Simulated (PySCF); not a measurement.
Mapped SMILES: `[CH2:1]=[CH:2]/[CH:3]=[C:4](\[CH3:5])[SiH3:6]` (H(Xn): hydrogen on atom n). Ha(C1) is cis to C3; Hb(C1) is trans to C3.

PySCF 2.14 calculation with coordinates at the GFN2-xTB level and σ from GIAO-PBE0/pcSseg-1; no solvent, non-relativistic Hamiltonian, equivalent nuclei averaged, one conformer.

Referencing at the same level of theory: 13C and 1H and 29Si against TMS.

```
 atoms  nucleus  count  δ (ppm)
Hb(C1)       1H      1     5.57
   Si6     29Si      1    -65.7
H(Si6)       1H      3     4.21
    C1      13C      1        ?
    C4      13C      1        ?
    C3      13C      1        ?
 H(C2)       1H      1     6.93
 H(C5)       1H      3     2.05
    C2      13C      1    139.7
 H(C3)       1H      1        ?
    C5      13C      1     18.0
Ha(C1)       1H      1     5.52
```

Q: Estimate the values marked ?.

A: 
- C3: 151.3 ppm, alkene CH; as expected for a trigonal carbon in a double bond
- C4: 139.4 ppm, fully substituted alkene carbon; the olefinic region
- C1: 126.6 ppm, terminal =CH2 carbon; as expected for a trigonal carbon in a double bond
- H(C3): 6.74 ppm, hydrogen on an alkene CH; a vinylic proton, deshielded by the sp2 carbon and the C=C anisotropy

Shifts are as computed. Against solution values, carbons near 30 ppm lie about +3 ppm off and those near 130 ppm about +5 ppm. Of 1211 compounds with measured shifts, 218 miss one by over three times the rms of a fit or turn the order of signals round; such compounds aren't used in these exercises.
